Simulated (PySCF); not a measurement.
A structure optimised at B3LYP-D3(BJ)/def2-SVP, used in a PySCF frequency run:

```
C
H 1 1.0942
C 1 1.5018 2 114.97
F 3 1.3543 1 117.36 2 -2.82
H 3 1.0957 4 113.50 1 145.33
C 1 1.5018 2 114.97 3 67.11
F 6 1.3543 1 117.36 2 2.82
H 6 1.0957 7 113.50 1 -145.33
Cl 1 1.7656 2 114.15 6 146.45
```

Q: Write its SMILES, formula and point group.

A: F[C@@H]1[C@H](F)[C@H]1Cl, C3H3ClF2, Cs

Q: What are its rotational constants (standard atomic weights)?

A: 4.8300, 1.8040, 1.4159 GHz
